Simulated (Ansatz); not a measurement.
Several settings on one geometry of (NaH)4 cube (Na₄H₄) (that of the charge 0 singlet, PBE-D4/def2-SVP). Ansatz on 4 threads of Arm Neoverse V1 on a shared host; times are rough.

Cartesian coordinates in Å:
```
Na -0.687 0.796 1.565
H 0.907 -0.757 1.574
Na -0.295 -1.860 0.061
H -1.931 -0.354 0.123
Na -0.868 0.725 -1.508
H 0.307 1.942 -0.063
Na 1.850 0.339 -0.118
H 0.717 -0.831 -1.633
```

Totals from different functionals, basis sets or treatments of relativity can't be compared as stabilities.

The 6-31G sets use Cartesian d functions. Correlated methods freeze 4 core orbitals; core or outer-core shells of Na are correlated, in sets that lack core-valence functions.

The spins typed aren't always the lowest for that charge.

(1) Give the basis size and estimate the energy, ⟨S²⟩ and time of these runs.

| run | method | charge | state | further keys |
| --- | --- | --- | --- | --- |
| 1 | RKS r2SCAN0/def2-mTZVP | 0 | singlet | scf: {omitted_lower_state_checks: [starts]}; forces asked |
| 2 | RKS ωB97M-V/6-31++G** | 0 | singlet | final_grid: {core_spheres: 20, valence_spheres: 16, degree: 47}; pseudopotentials: {relativity: none}; scf: {omitted_lower_state_checks: [starts]} |
| 3 | UKS B2PLYP/6-31++G** | 0 | triplet | – |

Answers

(1) 
| run | functions | energy (Eh) | ⟨S²⟩ | wall time |
| --- | --- | --- | --- | --- |
| 1 | 68 | -651.4000 | – | 2.6 s |
| 2 | 116 | -651.4460 | – | 8 s |
| 3 | 116 | -650.8683 | 2.03 | 67 s |
